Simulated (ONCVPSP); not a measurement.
## Potentials for tantalum (Ta) compared

Generated with ld1.x 7.5 (TM, RRKJ, ultrasoft, PAW), atompaw 4.2 or ONCVPSP 4.0.1. The cutoff is in Ry: for ld1.x and atompaw files where the sum of valence levels is converged to 10 mRy in a Bessel basis, for ONCV files where the hardest occupied wave has 1 mHa per electron of residual kinetic energy. The error is the largest all-electron minus pseudo excitation energy over each file’s own four to seven test configurations (ionisations up to +4, promotions, holes and added fractions of an electron), all of which were solved. The labels leave out finer settings (local radius, basis sizes, second energies), which also bear on the numbers. Spin-polarised tests are not counted. The rows are a selection from randomly drawn settings: files with unsolved tests, undetermined cutoffs or missed reference levels are left out.

A true bound ghost makes a file unfit for plane-wave use even where its test errors are small: the radial tests pick states by their node count and pass the ghost by.

```tsv
potential	cutoff (Ry)	largest error (meV)	bound ghosts
ONCV, PBE, scalar-relativistic, rc 2.90/1.55/2.35/2.70 (spdf), local smoothed, core correction yes, reference 5p6 5d3 6s1, qcut 1.8/10.9/6.8/3.8, projectors 1/1/2/2	68	-185	s, f
ONCV, PBEsol, scalar-relativistic, rc 1.60/1.60/2.35/1.60 (spdf), local f, core correction yes, reference 5s2 5p6 5d3, qcut 7.1/11/7.3/6.1, projectors 2/2/2/0	65	+26	s, p
ONCV, PBEsol, scalar-relativistic, rc 1.50/1.40/2.40 (spd), local smoothed, core correction no, reference 5s2 5p6 5d3, qcut 6.6/5.4/6.9, projectors 2/2/2	93	-91	s
ONCV, PBEsol, scalar-relativistic, rc 1.70/1.25/2.00/1.95 (spdf), local smoothed, core correction no, reference 5s2 5p6 5d3 6s2, qcut 8/5.4/4/6.6, projectors 2/2/3/1	297	-13	none
ONCV, LDA (Perdew-Zunger), scalar-relativistic, rc 2.95/1.65/1.65 (spd), local d, core correction yes, reference 5p6 5d3.5 6s1.5, qcut 2.2/8.6/5.9, projectors 3/2/0	49	-26	none
```

Q: Fill in the row for Ta: ONCV, PBE, scalar-relativistic, rc 1.65/1.95/2.75/0.60 (spdf), local smoothed, core correction yes, reference 4f14 5s2 5p6 5d3 6s1.5 6p0.5, qcut 7/8.4/6.7/23.1, projectors 2/2/2/2.

A: cutoff 526 Ry, largest error -9.3 meV, bound ghosts: s, p.

Q: Fill in the row for Ta: ONCV, PBE, scalar-relativistic, rc 1.70/1.35/1.75/1.15 (spdf), local smoothed, core correction yes, reference 4f14 5s2 5p6 5d3 6s2, qcut 7.9/6.9/5.9/12.3, projectors 3/3/2/3.

A: cutoff 184 Ry, largest error -12 meV, bound ghosts: none.
